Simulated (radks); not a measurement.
Values are calculated unless marked as measured or tabulated.
Problem. The mean radii <r> (bohr) of the occupied orbitals of an atom or ion are listed with their occupations. Code: a radial shooting solver on a logarithmic mesh with Libxc functionals. Model: Dirac Kohn-Sham, BLYP, spin-unpolarised, spherical densities, finite nucleus; Fermi nuclear charge, rms radius of each element as measured or else 0.836 A^(1/3) + 0.57 fm.

orbital  occ.      <r>
1s1/2       2  0.02905
2s1/2       2   0.1251
2p1/2       2   0.1058
2p3/2       4   0.1112
3s1/2       2   0.3392
3p1/2       2   0.3299
3p3/2       4   0.3412
3d3/2       4   0.3125
3d5/2       6   0.3161
4s1/2       2   0.8182
4p1/2       2   0.8651
4p3/2       4   0.8950
4d3/2       4    1.084
4d5/2       6    1.099
5s1/2       2    2.221

Name the element and its charge. Open shells, if any, are shared by 2j + 1.

Solution. Z = 50, tin, charge +2: Sn2+ in [Kr] 4d10 5s2. The 1s radius gives Z: for a bare nucleus <r> = (2 gamma + 1)/(2Z) with gamma = sqrt(1 - (Z/c)^2), 0.02862 bohr for Z = 50, and screening makes it slightly larger (0.02905 here). The occupations add up to 48, and the charge is Z minus that.
